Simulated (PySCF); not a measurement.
C2H6ClGa, SMILES [CH3][Ga]([CH3])[Cl].

Coordinates come from a B3LYP-D3(BJ)/def2-SVP optimisation. The isomer is the one that the SMILES or the coordinates give; other isomers of the formula were not compared.

Level of theory: IEF-PCM-PBE0/def2-SVP (PySCF).

The values are the electrostatic part of the solvation free energy, E(continuum) − E(gas) at the gas-phase geometry, in a cavity of scaled van der Waals radii (PySCF's table); cavitation and dispersion terms are not included. A continuum can't describe solvent molecules that bind to the metal. In vacuum the orbital gap is 6.89 eV. The dipole moment in vacuum is 2.74 D.

Computed values in water (ε = 78.36), acetone (ε = 20.49), 2-propanol (ε = 19.26):
```csv
solvent,ε,ΔG(elec) (kcal/mol),dipole (D),gap (eV)
water,78.36,-4.6,3.53,7.20
acetone,20.49,-4.4,3.48,7.19
2-propanol,19.26,-4.3,3.48,7.19
```
